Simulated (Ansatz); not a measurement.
`CBOC` and `CBOCC` differ in one atom or group.

Ansatz, PBE0-D4/def2-TZVP geometries, multiplicity 1. Each molecule was computed in one conformer, which needn't be the lowest.

| property | `CBOC` |
| --- | --- |
| HOMO–LUMO gap (PBE0/def2-TZVPP) / eV | 8.61 |
| ideal-gas entropy at 298 K and 1 bar (rigid rotor, harmonic PBE0-D4/def2-TZVP) / J/(mol·K) | 310 |
| LUMO energy (B3LYP/def2-TZVPP) / eV | -0.01 |
| HOMO energy (B3LYP/def2-TZVPP) / eV | -8.17 |
| HOMO–LUMO gap (PBE/def2-TZVPP) / eV | 6.14 |
| HOMO–LUMO gap (B3LYP/def2-TZVPP) / eV | 8.16 |

(1) Give the same properties after the change, and the shifts. (Estimate.)

Results:

(1) The calculation gave: 
| property | `CBOCC` | shift |
| --- | --- | --- |
| HOMO–LUMO gap (PBE0/def2-TZVPP) / eV | 8.57 | -0.04 |
| ideal-gas entropy at 298 K and 1 bar (rigid rotor, harmonic PBE0-D4/def2-TZVP) / J/(mol·K) | 342 | 32 |
| LUMO energy (B3LYP/def2-TZVPP) / eV | 0.01 | 0.02 |
| HOMO energy (B3LYP/def2-TZVPP) / eV | -8.11 | 0.06 |
| HOMO–LUMO gap (PBE/def2-TZVPP) / eV | 6.11 | -0.03 |
| HOMO–LUMO gap (B3LYP/def2-TZVPP) / eV | 8.12 | -0.04 |

The zero-point energy changes by 74.8 kJ/mol with +9 modes. Modes under 60 cm⁻¹, often nearly free rotors, make the harmonic entropy too high.

B3LYP here is the variant with VWN-RPA as its local correlation; programs differ in this.
